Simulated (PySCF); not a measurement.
Input file for PySCF: D3(BJ) and D4 dispersion corrections on C2H6OSn (SMILES C[O][Sn][CH3]).

```python
from pyscf import gto
from pyscf.dispersion import dftd3, dftd4

mol = gto.M(
    atom='''
    C    -1.64124653   -0.20592132    0.09940468
    O    -1.20013687    0.80249922    0.97897145
    Sn    0.64952361    1.42376789    1.39570029
    C     1.74105684    0.03613692    0.05127821
    H    -2.21331736   -0.95704720    0.65439716
    H    -2.30293105    0.22660628   -0.65863688
    H    -0.82082199   -0.71605885   -0.41653506
    H     1.53884400   -1.00363619    0.32085680
    H     2.81553043    0.21249605    0.12460690
    H     1.43349891    0.18115721   -0.98748931
    ''',
    basis='def2-svp',
    charge=0, spin=0, verbose=0, max_memory=1800)
d3, d4 = {}, {}
for xc in ['hf', 'pbe', 'blyp', 'revpbe', 'tpss', 'r2scan', 'b3lyp', 'pbe0', 'bhlyp', 'camb3lyp', 'b2plyp']:
    d3[xc] = float(dftd3.DFTD3Dispersion(mol, xc=xc, version='d3bj', atm=False).get_dispersion()['energy'])
    print(f'D3(BJ) {xc:10s} {d3[xc]:14.8f} Eh')
for xc in ['hf', 'pbe', 'blyp', 'revpbe', 'tpss', 'r2scan', 'b3lyp', 'pbe0', 'bhlyp', 'camb3lyp', 'b2plyp']:
    d4[xc] = float(dftd4.DFTD4Dispersion(mol, xc={'camb3lyp': 'cam-b3lyp'}.get(xc, xc), atm=True).get_dispersion()['energy'])
    print(f'D4     {xc:10s} {d4[xc]:14.8f} Eh')
```

Program output:

```
D3(BJ) hf            -0.05514666 Eh
D3(BJ) pbe           -0.00728317 Eh
D3(BJ) blyp          -0.01609431 Eh
D3(BJ) revpbe        -0.01790893 Eh
D3(BJ) tpss          -0.00940732 Eh
D3(BJ) r2scan        -0.00205226 Eh
D3(BJ) b3lyp         -0.01328595 Eh
D3(BJ) pbe0          -0.00652420 Eh
D3(BJ) bhlyp         -0.01091112 Eh
D3(BJ) camb3lyp      -0.00627191 Eh
D3(BJ) b2plyp        -0.00651448 Eh
D4     hf            -0.02559265 Eh
D4     pbe           -0.00742524 Eh
D4     blyp          -0.01622380 Eh
D4     revpbe        -0.02193279 Eh
D4     tpss          -0.01000635 Eh
D4     r2scan        -0.00177575 Eh
D4     b3lyp         -0.01204189 Eh
D4     pbe0          -0.00629469 Eh
D4     bhlyp         -0.00965010 Eh
D4     camb3lyp      -0.00643660 Eh
D4     b2plyp        -0.00517523 Eh
```

The run finished.

Cost: roughly 0.020 core-seconds.
